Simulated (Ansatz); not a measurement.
A calculation with Ansatz (development build ahead of 0.2.0).

```yaml
crystal:
  periodic: [false, false, false]
  atoms:
    - { symbol: Sc, position_ang: [0.0, 0.0, 0.0] }
basis:
  gaussian: { orbitals: pcseg-2 }
magnetization:
  spin_polarized: true
  initial_magnetization: 1
hamiltonian:
  xc: pbe
```

The input is written out in the form of the current development build from the run's settings.

Output:

```json
{
  "Converged": "yes",
  "Total energy": "-760.39669 hartree",
  "Spin squared of the determinant": "1.092"
}
```

Caution: the unrestricted determinant is spin contaminated.
